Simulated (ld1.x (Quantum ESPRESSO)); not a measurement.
## Au: excitation energies, all-electron against TM

ld1.x (Quantum ESPRESSO) 7.5 input, shortened:

```
&input
   title='Au', zed=79., rel=2, dft='PBE', iswitch=3,
   config='[Xe] 4f14 5d9 6s0 6p0', rel_dist='average'
 /
 &inputp
   pseudotype=2, tm=.true., lloc=1,
   nlcc=.true., rcore=1.05
 /
3
6S  1  0   0.00   0.00  1.80  1.80  0.0
5D  3  2   9.00   0.00  1.25  1.25  0.0
5P  2  1   6.00   0.00  1.30  1.30  0.0
 &test
   configts(1)='5p6 5d9 6s0 6p0'
 /
```

Open shells are filled in proportion to 2j + 1 (rel_dist='average').

Energies are relative to the spin-unpolarised reference configuration 5p6 5d9 6s0 6p0; without spin polarisation the order of configurations can differ from experiment. The p channel is local and has no spin–orbit splitting in the pseudo-atom.

```json
{"valence configuration": "5p6 5d10 6s1 6p0", "charge": "0", "ΔE all-electron (eV)": "-30.655", "error AE − PS (meV)": "-78"}
{"valence configuration": "5p6 5d10 6s0 6p0", "charge": "+1", "ΔE all-electron (eV)": "-21.228", "error AE − PS (meV)": "-3.2"}
{"valence configuration": "5p6 5d8 6s0 6p0", "charge": "+3", "ΔE all-electron (eV)": "33.878", "error AE − PS (meV)": "-6.5"}
{"valence configuration": "5p6 5d9 6s2 6p0", "charge": "0", "ΔE all-electron (eV)": "-28.943", "error AE − PS (meV)": "-56"}
{"valence configuration": "5p6 5d9 6s1 6p0", "charge": "+1", "ΔE all-electron (eV)": "-18.501", "error AE − PS (meV)": "-12"}
{"valence configuration": "5p6 5d10 6s0 6p1", "charge": "0", "ΔE all-electron (eV)": "-25.457", "error AE − PS (meV)": "+3.8"}
{"valence configuration": "5p6 5d9 6s1 6p1", "charge": "0", "ΔE all-electron (eV)": "-23.205", "error AE − PS (meV)": "-2.5"}
```

These tests converged, but a pseudo level misses the all-electron one widely, so the file describes the atom poorly there or has found another state: 5p6 5d10 6s1 6p0: 5p by 11.8 eV; 5p6 5d10 6s0 6p0: 5p by 11.5 eV; 5p6 5d8 6s0 6p0: 5p by 11.7 eV; 5p6 5d9 6s2 6p0: 5p by 11.7 eV; 5p6 5d9 6s1 6p0: 5p by 11.6 eV; 5p6 5d10 6s0 6p1: 5p by 11.6 eV; 5p6 5d9 6s1 6p1: 5p by 11.7 eV.

Note: ghost state, extra bound levels that the all-electron valence spectrum of the same l lacks: s at -34.3 eV. A true bound ghost makes a file unfit for plane-wave use. The potential misses its own reference levels by up to 11.6 eV, so it is not fit for use.
